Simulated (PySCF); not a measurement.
Electron affinity of I by level of theory

I⁻ [Xe] (1S) → I [Kr] 4d10 5s2 5p5 (2P), as a difference of total energies. Computed with PySCF 2.14 in x2c-TZVPPall with one added diffuse shell each of s, p, d, f type (9s7p5d3f, 76 functions), with the spin-free X2C one-electron Hamiltonian (Gaussian nucleus). Correlated levels: valence: [Kr] 4d10 frozen; valence and next inner shell: [Ar] 3d10 frozen. The calculations carry no spin-orbit coupling.

| method | electron affinity (eV) |
| --- | --- |
| UHF | 2.333 |
| LDA | 3.539 |
| PBE | 3.276 |
| PBE0 | 3.274 |
| r2SCAN | 3.308 |
| HSE06 | 3.292 |
| wB97X-V | 3.271 |
| B97-3 | 3.214 |
| BLYP | 3.179 |
| MP2 (valence) | 3.198 |
| SCS-MP2 (valence) | 3.130 |
| MP2 (valence and next inner shell) | 3.283 |
| SCS-MP2 (valence and next inner shell) | 3.185 |

Q: How much does correlation contribute at MP2 (valence and next inner shell)?

A: 3.283 − (2.333) = 0.950 eV, measured against UHF.

A first-order spin-orbit estimate (lowest level to lowest level, LS coupling) adds -0.289 eV.

Errors of the correlated levels include the incompleteness of this basis and the frozen core.

In the anion the highest occupied orbital energy is positive at BLYP, a self-interaction effect; the basis confines that electron, and the energy difference can still be sensible.

For comparison: 3.059 eV (measured; photodetachment measurements, as compiled on the Wikipedia data page of electron affinities).
